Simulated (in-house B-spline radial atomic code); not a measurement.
# PBEsol excitations of S⁶⁺

Method: PBEsol. Computed with a B-spline radial code for spherical atoms: linear response of the closed shell [He] 2s2 2p6 with the functional's adiabatic kernel; non-relativistic, point nucleus, no spin-orbit coupling, no double excitations, S, P, D and F terms only. Only terms of natural parity with L up to 3 were computed.

Command:
```bash
python run_td.py task.json out
```
Settings (radii: box in bohr, nucleus in fm):
```
Z                        16
electrons                10
configuration            [He] 2s2 2p6
hamiltonian              nr
method                   pbesol
box_radius               14.35
intervals                50
```

Cost of the run: 0.2 s on 1 thread of Arm Neoverse N1, with other jobs on the host.

The lowest states, in the order of their Tamm-Dancoff energies; the method's threshold (minus the highest occupied level) is 257.72 eV. Labels give the largest channel, * marks a mixed state, and oscillator strengths are full-response dipole values. Semilocal kernels can invert the small singlet-triplet splittings of Rydberg terms. Energies in eV:

| state | full response | Tamm-Dancoff | oscillator strength |
| --- | --- | --- | --- |
| 2p → 3s 3P | 162.86 | 162.87 | - |
| 2p → 3s 1P | 164.16 | 164.19 | 0.197 |
| 2p → 3p 3S | 174.66 | 174.70 | - |
| 2p → 3p 3D | 175.82 | 175.83 | - |
| 2p → 3p 1D | 176.83 | 176.84 | - |
| 2p → 3p 1S | 183.61 | 184.15 | - |
| 2p → 3d 3P | 193.31 | 193.32 | - |
| 2p → 3d 3F | ? | ? | - |
| 2p → 3d 1F | 194.30 | 194.31 | - |
| 2p → 3d 1P | 197.09 | 197.22 | 1.35 |
| 2p → 4s 3P | 212.97 | 212.98 | - |
| 2p → 4s 1P | ? | ? | ? |
| 2s → 3s 3S | 215.90 | 215.92 | - |

Task: Where does 2p → 3d 3F lie?

Result: At 193.61 eV in full response, 193.62 eV in Tamm-Dancoff.

Task: Where does 2p → 4s 1P lie?

Result: At 213.34 eV in full response, 213.35 eV in Tamm-Dancoff, oscillator strength 0.0323.

Task: How large is the singlet-triplet splitting of 2p → 3s (P terms) in Tamm-Dancoff?

Result: 1.32 eV, from the unrounded values.

Task: What polarisabilities and dispersion coefficient does the method give?

Result: Dipole 0.07512 bohr³, quadrupole 0.03212 bohr⁵, C6 0.03838 hartree·bohr⁶ for two such species.
